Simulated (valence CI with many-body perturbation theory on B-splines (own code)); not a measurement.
# E1 line list for I46+

Level of theory: relativistic CI+MBPT: five valence electrons over a frozen Dirac-Fock core [He], a basis of 9 s, 9 p, 8 d, 6 f, 3 g, 1 h functions for each j, with the one-electron correlation potential Σ1, the two-electron term Σ2, the three-electron term Σ3, Breit, model QED; selected CI, second order for the rest (own B-spline code, finite nucleus).

No measured spectrum was set against this ion. As an estimate, large intervals hold to a few tenths of a per cent, small ones and those within an open d or f shell to about a per cent. Among the levels kept, up to 1300 cm⁻¹ of a level comes from second order outside the variational space, and about a tenth of that is noise between levels of different J, which matters for small intervals.

Lines 151 to 200 of 255 in falling wavelength, among levels below 41533 × 10³ cm⁻¹, chosen from the strongest by gf and those to the six lowest levels. Wavelengths and rates use the calculated energies. Electric multipoles are in the length gauge, E1 and E2 with the static RPA response of the core. Weak lines are less certain than strong ones. Lines between different terms over intervals too small for the method are left out, as are lines whose strength nearly cancels. The highest levels of a list are the least certain.

Levels are named by their leading jj configuration (3d3/2^4 stands for four electrons in 3d with j = 3/2), which in mixed levels can hold well under half, so a name can repeat and another be missing. Letters in brackets count levels of one name in rising energy.

| λ vac (nm) | Upper | Lower | A (s⁻¹) | S (a.u.) with core polarisation | S without |
| --- | --- | --- | --- | --- | --- |
| 0.2812 | (2s^2 2p1/2 2p3/2 3s) J=1/2 | (2s^2 2p1/2 2p3/2^2) J=3/2 | 3.99e+13 | 8.75e-04 | 8.73e-04 |
| 0.2806 | (2s^2 2p1/2 2p3/2 3s) J=5/2 | (2s^2 2p1/2 2p3/2^2) J=3/2 | 1.57e+12 | 1.03e-04 | 1.03e-04 |
| 0.2804 | (2s^2 2p1/2 2p3/2 3s) J=3/2 [b] | (2s^2 2p1/2 2p3/2^2) J=3/2 | 6.82e+12 | 2.97e-04 | 2.96e-04 |
| 0.2799 | (2s^2 2p3/2^2 3s) J=1/2 | (2s^2 2p3/2^3) J=3/2 | 2.47e+13 | 5.34e-04 | 5.33e-04 |
| 0.2790 | (2s 2p1/2^2 2p3/2 3s) J=3/2 [b] | (2s 2p1/2^2 2p3/2^2) J=5/2 | 5.63e+12 | 2.41e-04 | 2.41e-04 |
| 0.2737 | (2s^2 2p3/2^2 3p1/2) J=3/2 | (2s 2p1/2^2 2p3/2^2) J=1/2 | 3.60e+11 | 1.46e-05 | 1.46e-05 |
| 0.2734 | (2s 2p1/2^2 2p3/2 3d3/2) J=3/2 | (2s 2p1/2^2 2p3/2^2) J=1/2 | 1.36e+13 | 5.48e-04 | 5.48e-04 |
| 0.2733 | (2s 2p1/2^2 2p3/2 3d3/2) J=1/2 | (2s 2p1/2^2 2p3/2^2) J=1/2 | 5.72e+12 | 1.15e-04 | 1.15e-04 |
| 0.2714 | (2s 2p1/2^2 2p3/2 3d5/2) J=5/2 | (2s 2p1/2^2 2p3/2^2) J=3/2 | 3.14e+13 | 1.86e-03 | 1.86e-03 |
| 0.2713 | (2s^2 2p3/2^2 3p1/2) J=1/2 | (2s 2p1/2^2 2p3/2^2) J=1/2 | 1.14e+11 | 2.26e-06 | 2.26e-06 |
| 0.2712 | (2s 2p1/2^2 2p3/2 3d5/2) J=3/2 | (2s 2p1/2^2 2p3/2^2) J=3/2 | 3.16e+13 | 1.24e-03 | 1.25e-03 |
| 0.2711 | (2s 2p1/2^2 2p3/2 3d5/2) J=3/2 | (2s 2p1/2^2 2p3/2^2) J=1/2 | 4.48e+13 | 1.76e-03 | 1.76e-03 |
| 0.2708 | (2s^2 2p1/2 2p3/2 3d3/2) J=3/2 [a] | (2s^2 2p1/2 2p3/2^2) J=1/2 | 1.15e+13 | 4.52e-04 | 4.52e-04 |
| 0.2705 | (2s^2 2p1/2 2p3/2 3d3/2) J=1/2 [a] | (2s^2 2p1/2 2p3/2^2) J=1/2 | 1.55e+13 | 3.04e-04 | 3.04e-04 |
| 0.2697 | (2s^2 2p3/2^2 3p1/2) J=3/2 | (2s 2p1/2^2 2p3/2^2) J=5/2 | 1.11e+12 | 4.29e-05 | 4.29e-05 |
| 0.2696 | (2s 2p1/2^2 2p3/2 3d3/2) J=5/2 | (2s 2p1/2^2 2p3/2^2) J=5/2 | 1.92e+13 | 1.11e-03 | 1.11e-03 |
| 0.2695 | (2s^2 2p3/2^2 3p1/2) J=5/2 | (2s 2p1/2^2 2p3/2^2) J=5/2 | 1.20e+13 | 6.98e-04 | 6.99e-04 |
| 0.2694 | (2s 2p1/2^2 2p3/2 3p1/2) J=3/2 [a] | (2s^2 2p1/2 2p3/2^2) J=1/2 | 3.44e+12 | 1.33e-04 | 1.33e-04 |
| 0.2694 | (2s 2p1/2^2 2p3/2 3d3/2) J=3/2 | (2s 2p1/2^2 2p3/2^2) J=5/2 | 5.07e+13 | 1.96e-03 | 1.96e-03 |
| 0.2693 | (2s 2p1/2^2 2p3/2 3d3/2) J=7/2 | (2s 2p1/2^2 2p3/2^2) J=5/2 | 2.12e+12 | 1.64e-04 | 1.64e-04 |
| 0.2690 | (2s^2 2p1/2 2p3/2 3d3/2) J=3/2 [a] | (2s^2 2p1/2 2p3/2^2) J=5/2 | 1.36e+13 | 5.22e-04 | 5.23e-04 |
| 0.2689 | (2s^2 2p1/2 2p3/2 3d3/2) J=5/2 [a] | (2s^2 2p1/2 2p3/2^2) J=5/2 | 1.43e+13 | 8.24e-04 | 8.25e-04 |
| 0.2687 | (2s^2 2p1/2 2p3/2 3d3/2) J=1/2 [b] | (2s^2 2p1/2 2p3/2^2) J=1/2 | 6.96e+12 | 1.33e-04 | 1.33e-04 |
| 0.2685 | (2s^2 2p1/2 2p3/2 3d5/2) J=3/2 [a] | (2s^2 2p1/2 2p3/2^2) J=1/2 | 3.62e+13 | 1.38e-03 | 1.39e-03 |
| 0.2682 | (2s^2 2p1/2^2 3d3/2) J=3/2 | (2s^2 2p1/2^2 2p3/2) J=3/2 | 6.30e+13 | 2.40e-03 | 2.40e-03 |
| 0.2681 | (2s^2 2p1/2 2p3/2 3d3/2) J=7/2 | (2s^2 2p1/2 2p3/2^2) J=5/2 | 3.80e+10 | 2.89e-06 | 2.90e-06 |
| 0.2679 | (2s^2 2p1/2 2p3/2 3d3/2) J=5/2 [b] | (2s^2 2p1/2 2p3/2^2) J=5/2 | 1.90e+12 | 1.08e-04 | 1.08e-04 |
| 0.2678 | (2s^2 2p1/2 2p3/2 3d3/2) J=3/2 [a] | (2s^2 2p1/2 2p3/2^2) J=3/2 | 2.08e+13 | 7.90e-04 | 7.90e-04 |
| 0.2677 | (2s^2 2p1/2 2p3/2 3d3/2) J=5/2 [a] | (2s^2 2p1/2 2p3/2^2) J=3/2 | 8.79e+10 | 5.00e-06 | 5.00e-06 |
| 0.2677 | (2s 2p1/2^2 2p3/2 3p1/2) J=3/2 [a] | (2s^2 2p1/2 2p3/2^2) J=5/2 | 1.08e+13 | 4.09e-04 | 4.09e-04 |
| 0.2676 | (2s^2 2p1/2 2p3/2 3d5/2) J=7/2 [a] | (2s^2 2p1/2 2p3/2^2) J=5/2 | 1.06e+13 | 8.06e-04 | 8.06e-04 |
| 0.2676 | (2s^2 2p1/2 2p3/2 3d3/2) J=1/2 [a] | (2s^2 2p1/2 2p3/2^2) J=3/2 | 3.29e+13 | 6.22e-04 | 6.23e-04 |
| 0.2674 | (2s 2p1/2^2 2p3/2 3d5/2) J=5/2 | (2s 2p1/2^2 2p3/2^2) J=5/2 | 2.29e+14 | 1.29e-02 | 1.29e-02 |
| 0.2672 | (2s^2 2p1/2 2p3/2 3d5/2) J=3/2 [b] | (2s^2 2p1/2 2p3/2^2) J=1/2 | 3.21e+14 | 1.21e-02 | 1.21e-02 |
| 0.2672 | (2s 2p1/2^2 2p3/2 3d5/2) J=3/2 | (2s 2p1/2^2 2p3/2^2) J=5/2 | 4.38e+13 | 1.65e-03 | 1.65e-03 |
| 0.2672 | (2s^2 2p1/2 2p3/2 3d3/2) J=3/2 [b] | (2s^2 2p1/2 2p3/2^2) J=5/2 | 1.14e+13 | 4.30e-04 | 4.30e-04 |
| 0.2671 | (2s 2p1/2^2 2p3/2 3p1/2) J=5/2 | (2s^2 2p1/2 2p3/2^2) J=5/2 | 2.41e+12 | 1.36e-04 | 1.36e-04 |
| 0.2670 | (2s^2 2p1/2 2p3/2 3d5/2) J=1/2 | (2s^2 2p1/2 2p3/2^2) J=1/2 | 3.86e+14 | 7.25e-03 | 7.26e-03 |
| 0.2668 | (2s^2 2p1/2 2p3/2 3d5/2) J=3/2 [a] | (2s^2 2p1/2 2p3/2^2) J=5/2 | 4.22e+13 | 1.58e-03 | 1.58e-03 |
| 0.2668 | (2s^2 2p1/2 2p3/2 3d3/2) J=5/2 [b] | (2s^2 2p1/2 2p3/2^2) J=3/2 | 5.24e+12 | 2.95e-04 | 2.95e-04 |
| 0.2666 | (2s^2 2p1/2 2p3/2 3d5/2) J=5/2 [a] | (2s^2 2p1/2 2p3/2^2) J=5/2 | 1.13e+14 | 6.35e-03 | 6.36e-03 |
| 0.2665 | (2s 2p1/2^2 2p3/2 3p1/2) J=3/2 [a] | (2s^2 2p1/2 2p3/2^2) J=3/2 | 1.28e+12 | 4.80e-05 | 4.81e-05 |
| 0.2663 | (2s^2 2p1/2^2 3d5/2) J=5/2 | (2s^2 2p1/2^2 2p3/2) J=3/2 | 3.29e+14 | 1.84e-02 | 1.84e-02 |
| 0.2661 | (2s^2 2p1/2 2p3/2 3d3/2) J=3/2 [b] | (2s^2 2p1/2 2p3/2^2) J=3/2 | 4.81e+13 | 1.79e-03 | 1.79e-03 |
| 0.2660 | (2s 2p1/2^2 2p3/2 3p1/2) J=5/2 | (2s^2 2p1/2 2p3/2^2) J=3/2 | 6.42e+13 | 3.58e-03 | 3.58e-03 |
| 0.2660 | (2s^2 2p1/2 2p3/2 3d5/2) J=5/2 [b] | (2s^2 2p1/2 2p3/2^2) J=5/2 | 1.81e+14 | 1.01e-02 | 1.01e-02 |
| 0.2658 | (2s^2 2p1/2 2p3/2 3d3/2) J=1/2 [b] | (2s^2 2p1/2 2p3/2^2) J=3/2 | 3.57e+13 | 6.61e-04 | 6.62e-04 |
| 0.2658 | (2s 2p1/2^2 2p3/2 3p1/2) J=1/2 | (2s^2 2p1/2 2p3/2^2) J=1/2 | 2.53e+12 | 4.69e-05 | 4.70e-05 |
| 0.2657 | (2s 2p1/2^2 2p3/2 3p1/2) J=3/2 [b] | (2s^2 2p1/2 2p3/2^2) J=1/2 | 1.56e+12 | 5.76e-05 | 5.76e-05 |
| 0.2656 | (2s^2 2p1/2 2p3/2 3d5/2) J=3/2 [a] | (2s^2 2p1/2 2p3/2^2) J=3/2 | 1.86e+14 | 6.89e-03 | 6.89e-03 |
